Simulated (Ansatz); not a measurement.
A nudged elastic band was laid between two geometries of ClF3H2OW (8 atoms, charge 0, multiplicity 1).

Theory: RKS B3LYP-D4/def2-SVP (Ansatz 0.2.0).

```
movable images  : 5
climbing image  : yes
spring          : 5.0 eV/Å²
optimiser       : quadratic models (default)
start path      : through a guess of the saddle point
force threshold : 0.05 eV/Å
iteration limit : 60
end points      : relaxed
```

First end point:

```xyz
8
Properties=species:S:1:pos:R:3
W 0.060 -0.030 0.137
Cl 0.835 -0.075 2.331
H 1.676 0.331 -0.275
F 0.028 1.804 0.459
F -1.774 0.219 -0.228
O 0.155 -1.872 0.297
H 0.325 -2.545 0.970
F 0.168 -0.200 -1.727
```

Last end point:

```xyz
8
Properties=species:S:1:pos:R:3
W -0.665 0.055 -0.657
Cl 2.185 -1.172 2.367
H 2.036 0.047 1.957
F -0.642 1.873 -1.049
F -2.182 0.311 0.378
O -0.121 -1.451 0.227
H 0.506 -1.759 0.908
F 0.357 -0.270 -2.168
```

**Question.** Which bonds break or form, and what moves?

**Answer.** Bonds broken: W1–Cl2, W1–H3. Bonds formed: Cl2–H3. ClF3H2OW becomes ClH + F3HOW.

**Question.** What energy profile does the band end with?

**Answer.** The forces met the threshold. The highest image is number 3 of 0 to 6, 1.03 eV above the first end and 0.50 eV above the last; the last end lies 0.54 eV above the first. A vibrational analysis at the climbing image gives one clearly imaginary mode, 279i cm⁻¹: a first-order saddle point. The orbitals stay closed-shell, which can raise the energy where a bond breaks towards radicals; this wasn't checked here.

| image | path coordinate (Å) | energy (eV) | W1–Cl2 (Å) | W1–H3 (Å) | Cl2–H3 (Å) |
| --- | --- | --- | --- | --- | --- |
| 0 | 0.00 | 0.00 | 2.33 | 1.71 | 2.77 |
| 1 | 1.00 | 0.04 | 2.29 | 1.72 | 2.83 |
| 2 | 2.01 | 0.07 | 2.37 | 1.68 | 2.35 |
| 3 | 3.01 | 1.03 | 2.88 | 1.85 | 1.52 |
| 4 | 4.05 | 0.64 | 3.63 | 2.48 | 1.32 |
| 5 | 5.09 | 0.56 | 3.94 | 2.98 | 1.30 |
| 6 | 6.13 | 0.54 | 4.33 | 3.76 | 1.30 |

**Question.** What is the geometry of the highest image?

**Answer.** 
```xyz
8
Properties=species:S:1:pos:R:3:forces:R:3
W -0.122 -0.038 -0.241 0.00 0.00 0.00
Cl 0.834 0.179 2.466 0.00 0.00 0.00
H 1.244 0.089 1.001 0.00 0.00 0.00
F 0.215 1.783 -0.319 0.00 0.00 0.00
F -1.691 0.146 0.754 0.00 0.00 0.00
O 0.170 -1.832 -0.002 0.00 0.00 0.00
H 0.662 -2.570 0.381 0.00 0.00 0.00
F 0.160 -0.124 -2.076 0.00 0.00 0.00
```

**Question.** What are the harmonic wavenumbers there?

**Answer.** 279i, 94, 129, 151, 185, 193, 203, 279, 398, 544, 676, 680, 721, 762, 835, 870, 1385, 3874 cm⁻¹.

Run time: 5.3 min on 4 threads of Arm Neoverse V1 (shared host), peak memory 0.3 GiB.
